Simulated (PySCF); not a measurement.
C4H7OS2 (doublet state).
Cartesian coordinates in Å at the GFN2-xTB level; atoms count from 1:
```xyz
14
C4H7OS2 angstrom
C      2.948   -0.306    0.949
C      2.698    0.863    0.389
S      1.137    1.620    0.148
S     -0.252    0.226    1.062
C     -0.845   -0.707   -0.204
O     -2.123   -0.766   -0.583
C     -3.058   -0.021    0.164
H      3.956   -0.667    1.043
H      2.165   -0.936    1.336
H      3.473    1.504   -0.002
H     -0.190   -1.308   -0.812
H     -2.775    1.035    0.193
H     -3.118   -0.395    1.191
H     -4.016   -0.141   -0.336
```

The hyperfine couplings belong to this conformer and change with its torsions.

The species is `O(C)[CH]SSC=C` [radical].

Theory: PySCF 2.14.0, UKS B3LYP, pcH-1 on C H O S, non-relativistic, mean-field spin-orbit, GIAO. Isolated species at its GFN2-xTB geometry (one conformer only). A GFN2-xTB geometry isn't a minimum of the functional, and hyperfine couplings can be far from their values at a DFT geometry. No stability test was run, so a lower SCF solution isn't excluded.

Principal values of hyperfine tensors in MHz (contact, dipolar and spin–orbit terms together), for some of the nuclei:

```json
{"atom": "C5", "isotope": "13C", "A1": "8.11", "A2": "8.87", "A3": "166.28"}
{"atom": "H11", "isotope": "1H", "A1": "-66.18", "A2": "-44.86", "A3": "-16.47"}
{"atom": "O6", "isotope": "17O", "A1": "-88.94", "A2": "5.18", "A3": "7.60"}
{"atom": "S3", "isotope": "33S", "A1": "-8.88", "A2": "-5.37", "A3": "80.53"}
{"atom": "H10", "isotope": "1H", "A1": "15.79", "A2": "16.94", "A3": "20.77"}
{"atom": "H12", "isotope": "1H", "A1": "14.13", "A2": "14.74", "A3": "22.19"}
{"atom": "H13", "isotope": "1H", "A1": "6.75", "A2": "7.85", "A3": "16.25"}
{"atom": "C2", "isotope": "13C", "A1": "-5.40", "A2": "-4.11", "A3": "-3.45"}
```

(1) Split each tensor into its isotropic and traceless parts, and turn a_iso into mT with g = 2.0029.

(2) What spin density at the nucleus of H13 lies behind its contact coupling (g_N = 5.58569)?

(3) S4 (33S, g_N = 0.42921) isn't in the table. Its spin density at the nucleus is 0.2312 bohr⁻³. What is its contact coupling?

(4) Name the largest traceless tensor T of the table and describe it.

(5) In a single crystal, with the field along each principal axis of the tensor of C5 in turn, what first-order splitting does this nucleus give (isotropic g, quadrupole terms neglected)?

## Answers

(1) a_iso is a third of the trace, T = A − a_iso, and a(mT) = a(MHz)/(g × 13.996). The tensors hold a spin–orbit part: the run splits a_iso into a_FC + a_SO, and T includes its anisotropic share.

| atom | a_iso (MHz) | a_FC | a_SO | a_iso (mT) | T1 | T2 | T3 |
| --- | --- | --- | --- | --- | --- | --- | --- |
| C5 | 61.09 | 61.04 | 0.05 | 2.179 | -52.98 | -52.22 | 105.20 |
| H11 | -42.50 | -42.54 | 0.04 | -1.516 | -23.67 | -2.36 | 26.03 |
| O6 | -25.39 | -25.49 | 0.10 | -0.906 | -63.55 | 30.57 | 32.98 |
| S3 | 22.09 | 21.88 | 0.21 | 0.788 | -30.97 | -27.46 | 58.43 |
| H10 | 17.84 | 17.83 | 0.01 | 0.636 | -2.04 | -0.89 | 2.93 |
| H12 | 17.02 | 17.03 | -0.01 | 0.607 | -2.89 | -2.28 | 5.17 |
| H13 | 10.28 | 10.29 | 0.00 | 0.367 | -3.54 | -2.43 | 5.97 |
| C2 | -4.32 | -4.37 | 0.05 | -0.154 | -1.08 | 0.21 | 0.87 |

(2) a_FC = 800.24 MHz bohr³ × g_N × ρ(0)/(2S). With a_FC = 10.29 MHz and 2S = 1, ρ(0) = 0.002301 bohr⁻³. In magnitude that is 0.7 % of the 1/π = 0.318 of a free hydrogen atom.

(3) By the same relation, a_FC = 79.4 MHz. The spin–orbit term adds -0.25 MHz. Its full tensor has the principal values 56.09, 75.14, 106.26 MHz.

(4) C5: -53.0, -52.2, 105.2 MHz, axial, in the ratio −1:−1:+2, the form that spin in one p orbital centred on that nucleus gives.

(5) 2 lines (I = 1/2), spaced by |A_i|/(g × 13.996): 0.29, 0.32, 5.93 mT along the axes of A1, A2 and A3.
